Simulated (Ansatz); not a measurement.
Total energies of ClHMoO₃, SMILES `[O]=[Mo](=[O])([OH])[Cl]`.

Z-matrix (Å, degrees):
```
Mo
O 1 1.669
O 1 1.860 2 110.3
O 1 1.669 2 108.0 3 119.1
Cl 1 2.254 2 109.1 3 -121.7
H 3 0.962 1 124.3 2 -17.3
```

Total charge 0; spin multiplicity 1. Correlated methods include outer-core shells of Mo, which these sets cover unevenly. Mo takes the def2 core potential. Geometry: relaxed with PBE0-D4/def2-TZVP. It is one conformer, not always the lowest. Basis def2-TZVPP, the Gaussian-basis code of Ansatz.

RPA on PBE orbitals: Hartree–Fock energy of these orbitals -752.32863 Eh, correlation -2.15601 Eh (frozen core).

```json
{"functional": "r2SCANh", "energy without D4 (Eh)": "-754.86590", "D4 term (kJ/mol)": "-4.3"}
{"functional": "LC-ωPBE", "energy without D4 (Eh)": "-754.72736", "D4 term (kJ/mol)": "–"}
```

Question: Give the same for LDA (SPW92), PBE, revPBE, BLYP, r2SCAN, B97M-V, PBE0, B3LYP, r2SCAN0, HSE06 (plane-wave form), BHLYP, CAM-B3LYP, ωB97X-V, ωB97M-V, B2PLYP, PBE-QIDH. (Estimate.)

Answer: The calculation gave: 
```json
{"functional": "LDA (SPW92)", "energy without D4 (Eh)": "-751.83244", "D4 term (kJ/mol)": "–"}
{"functional": "PBE", "energy without D4 (Eh)": "-754.64002", "D4 term (kJ/mol)": "-17.4"}
{"functional": "revPBE", "energy without D4 (Eh)": "-754.92677", "D4 term (kJ/mol)": "-45.5"}
{"functional": "BLYP", "energy without D4 (Eh)": "-754.98032", "D4 term (kJ/mol)": "-37.5"}
{"functional": "r2SCAN", "energy without D4 (Eh)": "-754.91892", "D4 term (kJ/mol)": "-4.0"}
{"functional": "B97M-V", "energy without D4 (Eh)": "-754.82355", "D4 term (kJ/mol)": "–"}
{"functional": "PBE0", "energy without D4 (Eh)": "-754.58856", "D4 term (kJ/mol)": "-14.8"}
{"functional": "B3LYP", "energy without D4 (Eh)": "-755.03190", "D4 term (kJ/mol)": "-28.4"}
{"functional": "r2SCAN0", "energy without D4 (Eh)": "-754.78859", "D4 term (kJ/mol)": "-4.8"}
{"functional": "HSE06 (plane-wave form)", "energy without D4 (Eh)": "-754.57135", "D4 term (kJ/mol)": "-13.9"}
{"functional": "BHLYP", "energy without D4 (Eh)": "-754.72396", "D4 term (kJ/mol)": "-24.0"}
{"functional": "CAM-B3LYP", "energy without D4 (Eh)": "-754.88301", "D4 term (kJ/mol)": "-15.2"}
{"functional": "ωB97X-V", "energy without D4 (Eh)": "-754.79262", "D4 term (kJ/mol)": "–"}
{"functional": "ωB97M-V", "energy without D4 (Eh)": "-754.80734", "D4 term (kJ/mol)": "–"}
{"functional": "B2PLYP", "energy without D4 (Eh)": "-754.66155", "D4 term (kJ/mol)": "–"}
{"functional": "PBE-QIDH", "energy without D4 (Eh)": "-754.41811", "D4 term (kJ/mol)": "–"}
```

B3LYP takes the VWN-RPA correlation (the form of Gaussian; ORCA's B3LYP/G). HSE06 is the plane-wave form, built on full-range PBE exchange. The double hybrids freeze the cores in their second-order part.

LC-ωPBE has ω = 0.4 bohr⁻¹.
